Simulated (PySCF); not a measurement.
PySCF 2.14 output of an unrestricted PBE0 calculation on a single atom or ion in aug-cc-pVTZ with one added diffuse shell each of s, p, d, f type (6s5p4d3f, 62 functions), with no relativity, point nucleus:

```
SCF conv_tol = 1e-09
number electrons alpha = 5  beta = 3
    C. Adamo and V. Barone.,  J. Chem. Phys. 110, 6158 (1999)
    M. Ernzerhof and G. E. Scuseria.,  J. Chem. Phys. 110, 5029 (1999)
cycle= 1 E= -99.0302605580492  delta_E= -0.005  |g|= 0.0128  |ddm|= 0.129
cycle= 2 E= -99.0303085121739  delta_E= -4.8e-05  |g|= 0.00208  |ddm|= 0.011
cycle= 3 E= -99.0303099277745  delta_E= -1.42e-06  |g|= 0.000739  |ddm|= 0.00337
cycle= 4 E= -99.0303100579643  delta_E= -1.3e-07  |g|= 8.82e-05  |ddm|= 0.000968
cycle= 5 E= -99.030310060947  delta_E= -2.98e-09  |g|= 5.74e-06  |ddm|= 0.000175
cycle= 6 E= -99.0303100609614  delta_E= -1.45e-11  |g|= 1.52e-07  |ddm|= 1.34e-05
converged SCF energy = -99.0303100609614  <S^2> = 2.0024229  2S+1 = 3.0016149
```

The run itself started from symmetry-adapted Hartree-Fock orbitals and held the occupation by maximum overlap, on a logarithmic radial grid, so the iterations belong to that start.

Which element, charge and spin multiplicity is this?

F⁺ (fluorine, charge +1), multiplicity 3; the state was [He] 2s2 2p4, high-spin 3P determinant.
